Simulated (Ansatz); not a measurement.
`B[O][Al]([Cl])[Cl]` + HCl → `[Cl][Al]([Cl])[Cl]` + `BO` at 600 K and 1 bar (ligand exchange at the Al–O bond).

Program: Ansatz. Geometries: PBE0-D4/def2-TZVP. ΔE: electronic, gas phase. CCSD(T)/CBS adds triple-zeta CCSD(T) − MP2 to the extrapolated MP2 energy (def2 sets, frozen cores). This one scheme is used for every species. Each species was taken in one conformer, which may not be the lowest.

| species | CCSD(T)/CBS energy (Eh) | H − E (kJ/mol) | S (J/(mol·K)) |
| --- | --- | --- | --- |
| `B[O][Al]([Cl])[Cl]` | -1262.97636 | 131.0 | 441.0 |
| HCl | -460.38127 | 35.4 | 207.2 |
| `[Cl][Al]([Cl])[Cl]` | -1621.56364 | 52.2 | 366.8 |
| `BO` | -101.80414 | 119.7 | 267.1 |

H − E and S are ideal-gas, rigid-rotor, harmonic terms from PBE0-D4/def2-TZVP, for one conformer and one mirror image of each species. 1 Eh = 2625.50 kJ/mol, R = 8.31446 J/(mol·K).

Problem. By hand: ΔE, ΔH, ΔS and ΔG.

Solution. ΔE = (-1621.56364) + (-101.80414) − (-1262.97636) − (-460.38127) = -0.01015 Eh = -26.6 kJ/mol. Δ(H − E) = 52.2 + 119.7 − 131.0 − 35.4 = 5.5, so ΔH = -21.1 kJ/mol. ΔS = 366.8 + 267.1 − 441.0 − 207.2 = -14.3 J/(mol·K). ΔG = -21.1 − 600 × (-14.3)/1000 = -12.5 kJ/mol.

Problem. By hand: the equilibrium constant, and the temperature at which ΔG would vanish if ΔH and ΔS stayed fixed.

Solution. log₁₀ K = −ΔG/(RT ln 10) = 1.1. ΔG = 0 at ΔH/ΔS = 1476 K, though so small a ΔS makes that figure unsure.

TΔS isn't small against ΔH here. A doubt of 5 kJ/mol in ΔE shifts log₁₀ K by 0.4 here. Other conformers and mirror images would add mixing entropy, several J/(mol·K) or more a flexible species. These are equilibria of isolated gas molecules and say nothing of rates. Largest T1 diagnostic: 0.014 (customary marks: 0.02 for closed shells, 0.045 for open ones).
